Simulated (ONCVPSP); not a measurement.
Varying the ONCV potential for silicon

Base potential:

ONCVPSP 4.0.1 input, shortened (lines: element, Z, core and valence counts, functional; n l f; lmax; l rc ep ncon nbas qcut; lloc lpopt rc5 dvloc0; l nproj debl; icmod fcfact rcfact), PBE, scalar-relativistic:

```
  Si 14.00    3    2        4      upf
    1    0    2.00
    2    0    2.00
    2    1    6.00
    3    0    1.75
    3    1    2.25
    1
    0    1.75    0.00    3    7    4.60
    1    1.60    0.00    4    8    4.40
    4    5    1.50    0.00
    0    2    2.00
    1    2    2.80
    0    0.00    0.00
```

All-electron outer shells of the reference configuration (PBE, scalar-relativistic, ld1.x):

```
shell  level (eV)  outermost node (bohr)  outermost maximum (bohr)
   2s     -139.93                   0.15                      0.45
   2p      -95.98                      –                      0.39
   3s      -11.01                   0.72                      1.77
   3p       -4.23                   0.72                      2.14
```

Cutoffs, loose and tight: the cutoffs (Ha) at which the residual kinetic energy of the hardest occupied pseudo-wave falls to 1 and 0.1 mHa per electron. They do not see the model core or the augmentation charge, which bear on the density cutoff. Test errors are all-electron minus pseudo excitation energies from the reference, over the configurations 3s2 3p2; 3s2 3p1; 3s2 3p0; 3s1 3p0. A dash means not determined; rows that change the core or the reference have their own tests.

For the base: The cutoffs count occupied waves only; projector 2 of the p channel, the hardest unoccupied one, needs 92 Ha at the loose tolerance.

A true bound ghost makes a file unfit for plane-wave use even where its test errors are small: the radial tests pick states by their node count and pass the ghost by.

```
      change    outcome  cutoff, loose  cutoff, tight  bound ghosts  GHOST(+) flags above zero  largest test error (meV)
        base  generated         7.8 Ha          12 Ha          none                          s                       +55
 p: debl 0.3  generated         7.8 Ha          12 Ha          none                       s, p                       +55
p: debl 0.65  generated         7.8 Ha          12 Ha          none                       s, p                       +55
p: debl 1.35  generated         7.8 Ha          12 Ha          none                       s, p                       +55
p: debl 2.55  generated         7.8 Ha          12 Ha          none                          s                       +55
p: debl 5.25  generated         7.8 Ha          12 Ha          none                          s                       +55
```

Problem. What comes out with this change to the base: p: debl 0.25?

Solution. outcome: generated; cutoff, loose: 7.8 Ha; cutoff, tight: 12 Ha; bound ghosts: p; GHOST(+) flags above zero: s, p; largest test error (meV): +55.

Reading the sweep of the debl of the p channel (base included, trends over the rows without a ghost): The loose cutoff stays near 7.8 Ha. The median size of the test errors (rows with all tests solved) stays near 5.8 meV. Bound ghosts are found at 0.25 Ha.
